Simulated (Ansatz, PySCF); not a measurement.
Gas-phase reaction in SMILES: CCCCCSC → CCC[CH]CSC + H atom (the C-H bond at the site shown breaks; other sites are not compared here)
Each molecule is optimised on its own at B3LYP-D3(BJ)/def2-TZVP (Ansatz, an electronic-structure program), one conformer each, not searched for the lowest. Frequencies are from Ansatz or PySCF.

Quantity: bond dissociation energy (enthalpy at 298 K, with B3LYP-D3(BJ) rigid-rotor harmonic-oscillator terms), in kJ/mol. Cores are frozen in the correlated levels unless marked. Open shells are spin-unrestricted. No spin-orbit coupling. No relativistic terms. Basis-set limits of correlation are two-point, X^-3; Hartree-Fock from the larger set. [CCSD(T)-MP2]/basis is that difference in the basis named.

RI-MP2/CBS(cc-pV(T+d)Z,cc-pV(Q+d)Z)+[CCSD(T)-MP2]/cc-pV(T+d)Z (Ansatz) gives 414.1 kJ/mol.

Task: Another calculation gave 383.9 kJ/mol. Which level was it?
A. SVWN5/def2-TZVPD (Ansatz)
B. B2PLYP/def2-TZVPD (Ansatz)
C. r2SCANh/def2-TZVPD (Ansatz)

Result: C, r2SCANh/def2-TZVPD (Ansatz). The others give 398.4 (B2PLYP), 429.7 (SVWN5) kJ/mol.
